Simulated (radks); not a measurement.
All-electron atom: the aluminium ion Al3+ in [Ne]. Method: scalar-relativistic Kohn-Sham, SCAN, spin-polarised, spherical densities, finite nucleus; meta-GGA in the generalised Kohn-Sham scheme; Fermi nuclear charge, rms radius 3.061 fm; computed with a radial shooting solver on a logarithmic mesh with Libxc functionals.

Local quantities along the radius. ELF = 1/(1 + alpha^2) is the electron localisation function; alpha = (tau - tau_W)/tau_unif compares the Pauli kinetic energy density with that of the uniform gas (summed over spins); r v_xc is r times the local exchange-correlation potential of spin up (hartree bohr, multiplicative part alone); s = |grad rho|/(2 (3 pi^2)^(1/3) rho^(4/3)) is the reduced gradient; -r V(r) is the screened charge that the Kohn-Sham potential of spin up presents (atomic units). tau is taken from the large components.

| r (bohr) | ELF | alpha | r v_xc | s | -r V(r) |
|---|---|---|---|---|---|
| 0.006377 | 1.000 | 0.008664 | -0.1089 | 0.4149 | 12.83 |
| 0.007788 | 1.000 | 0.009063 | -0.1252 | 0.4162 | 12.79 |
| 0.009513 | 1.000 | 0.009597 | -0.1446 | 0.4193 | 12.73 |
| 0.01171 | 1.000 | 0.01034 | -0.1685 | 0.4246 | 12.66 |
| 0.01431 | 1.000 | 0.01131 | -0.1955 | 0.4319 | 12.58 |
| 0.01747 | 1.000 | 0.01264 | -0.2268 | 0.4419 | 12.48 |
| 0.02134 | 1.000 | 0.01449 | -0.2626 | 0.4550 | 12.36 |
| 0.02607 | 1.000 | 0.01715 | -0.3030 | 0.4720 | 12.21 |
| 0.03209 | 1.000 | 0.02127 | -0.3495 | 0.4949 | 12.03 |
| 0.0392 | 0.999 | 0.02745 | -0.3978 | 0.5235 | 11.81 |
| 0.04788 | 0.999 | 0.03751 | -0.4482 | 0.5603 | 11.56 |
| 0.05848 | 0.997 | 0.05491 | -0.4993 | 0.6077 | 11.26 |
| 0.07142 | 0.992 | 0.08718 | -0.5500 | 0.6686 | 10.92 |
| 0.08794 | 0.976 | 0.1554 | -0.6057 | 0.7481 | 10.53 |
| 0.1074 | 0.918 | 0.2980 | -0.6870 | 0.8366 | 10.14 |
| 0.1312 | 0.730 | 0.6084 | -0.7884 | 0.9152 | 9.730 |
| 0.1602 | 0.400 | 1.226 | -1.213 | 0.9160 | 9.599 |
| 0.1973 | 0.211 | 1.932 | -0.5286 | 0.7380 | 8.280 |
| 0.241 | 0.229 | 1.833 | -0.6373 | 0.4591 | 7.719 |
| 0.2943 | 0.424 | 1.167 | -0.3931 | 0.3070 | 6.752 |
| 0.3595 | 0.682 | 0.6828 | -0.9343 | 0.3166 | 6.541 |
| 0.4391 | 0.817 | 0.4739 | -0.9540 | 0.4088 | 5.829 |
| 0.5406 | 0.865 | 0.3953 | -0.9986 | 0.5458 | 5.198 |
| 0.6603 | 0.866 | 0.3933 | -1.006 | 0.7248 | 4.696 |
| 0.8064 | 0.827 | 0.4570 | -0.9926 | 0.9881 | 4.334 |
| 0.985 | 0.720 | 0.6236 | -0.9476 | 1.415 | 4.088 |
| 1.203 | 0.490 | 1.021 | -0.5808 | 2.171 | 3.627 |
| 1.481 | 0.185 | 2.097 | 0.1185 | 3.719 | 2.893 |
| 1.809 | 0.034 | 5.325 | -0.1357 | 6.966 | 3.138 |
| 2.21 | 0.003 | 17.54 | -0.1146 | 14.89 | 3.115 |

On this mesh the ELF has minima near r = 0.22 bohr, which separate the shells, and maxima near 0.60 (0.87).
